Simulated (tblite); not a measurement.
C₆H₇ClO₂.
Numbering: `[CH2:1]=[CH:2]/[C:3](=[CH:4]\[O:5][CH3:6])[C:7](=[O:8])[Cl:9]` (hydrogens: H10, H11 on C1; H12 on C2; H13 on C4; H14, H15, H16 on C6)

Computed with GFN2-xTB (tblite), gas phase: L-BFGS steps from a force-field or distance-geometry start until the largest atomic force falls under 0.01 eV/Å.

Geometry at step 6:
```
atom  x, y, z in Å
C1     -1.9546   -0.0987   -1.4395
C2     -1.0996   -0.2780   -0.4384
C3     -0.3130    0.7182    0.2901
C4      0.4979    0.2890    1.2839
O5      0.5641   -1.0199    1.6511
C6      1.6802   -1.6756    1.0841
C7     -0.4063    2.1389   -0.0638
O8     -1.0526    2.6682   -0.9054
Cl9     0.6419    3.2197    0.9270
H10    -2.1693    0.8699   -1.8499
H11    -2.4600   -0.9510   -1.8649
H12    -0.9450   -1.2809   -0.0688
H13     1.1051    0.9995    1.8406
H14     1.6743   -2.7006    1.4296
H15     1.6114   -1.6819   -0.0060
H16     2.6179   -1.2079    1.3864
```

**Question.** What forces act on the atoms?

**Answer.** 
```
atom  Fx (eV/Å)  Fy (eV/Å)  Fz (eV/Å)
  C1      0.131      0.025      0.135
  C2     -0.183      0.049     -0.127
  C3     -0.082      0.084     -0.035
  C4     -0.157      0.144      0.038
  O5      0.030      0.191     -0.092
  C6      0.178     -0.101     -0.044
  C7      0.115      0.031      0.093
  O8     -0.081     -0.181     -0.054
 Cl9     -0.068     -0.131     -0.039
 H10     -0.037      0.034     -0.051
 H11     -0.007      0.113     -0.038
 H12      0.032     -0.058      0.076
 H13      0.098     -0.211      0.024
 H14     -0.115     -0.188      0.205
 H15      0.038      0.077     -0.115
 H16      0.107      0.120      0.024
```

The largest, 0.30 eV/Å, acts on H14; the rms over all components is 0.107 eV/Å. The forces sum to zero within rounding, as they must for an isolated molecule in no field.

**Question.** Give the force on H14 in Eh/bohr and in nN.

**Answer.** 0.301 eV/Å ÷ 51.422 = 0.00585 Eh/bohr, and 0.301 eV/Å × 1.602 = 0.48 nN.

**Question.** How far is this geometry from the end of the optimisation?

**Answer.** 0.411 eV above it, and 0.672 Å rms away after alignment. The bonds farthest from their final lengths, with half the difference of the two atoms' forces along the bond (positive lengthens):

```
  bond  now (Å)  final (Å)  force along bond (eV/Å)
 C4–O5    1.361      1.328                    -0.04
 C3–C7    1.467      1.447                    -0.05
 C3=C4    1.353      1.361                    -0.01
C6–H14    1.082      1.089                    +0.08
C7–Cl9    1.802      1.807                    -0.14
C4–H13    1.088      1.085                    -0.05
```

The angle farthest from its final value is C4–O5–C6, 112.1° against 117.7°.

Of the 2 listed bonds off by 0.010 Å or more, this force points towards the final length in 2.

The cost below is that of the whole relaxation. Time: 0.79 s of wall time. Hardware: Arm Neoverse V1, one thread, shared host with 32 logical CPUs at a one-minute load of 39.
